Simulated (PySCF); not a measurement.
H2O3Ti, SMILES [O]=[Ti]([OH])[OH], multiplicity 1.

The structure is a stationary point at PBE0-D3(BJ)/def2-SVP. The multiplicity is an assumed one; other spin states were not compared. The values are those of a single conformer.

Two levels are set side by side: PBE/def2-TZVPD (PySCF) and HF/def2-TZVPD (PySCF). Same geometry, gas phase. Differences are taken from unrounded values.

| quantity | HF |
|---|---|
| orbital gap (eV) | 13.35 |
| highest occupied level (eV) | -13.11 |
| lowest empty level (eV) | 0.25 |
| dipole moment (D) | 1.47 |
| mean polarisability (bohr³) | 36.9 |

Task: What does PBE give, and how far is it from HF? (The exact figures need the calculation; the answer reports its results.)

Result: 
```json
[
 {"quantity": "orbital gap (eV)", "PBE": "4.04", "PBE minus HF": "-9.31"},
 {"quantity": "highest occupied level (eV)", "PBE": "-7.51", "PBE minus HF": "5.59"},
 {"quantity": "lowest empty level (eV)", "PBE": "-3.47", "PBE minus HF": "-3.72"},
 {"quantity": "dipole moment (D)", "PBE": "1.05", "PBE minus HF": "-0.43"},
 {"quantity": "mean polarisability (bohr³)", "PBE": "46.2", "PBE minus HF": "9.3"}
]
```

Without exact exchange PBE keeps part of each electron's self-repulsion, which lifts occupied levels and narrows the gap. Loosely held outer electrons make PBE densities more polarisable. Differences between two approximate levels are no errors against the true value.

Rough cost on one machine, each run with all the roots and properties that it gave: HF against PBE about 1/2.
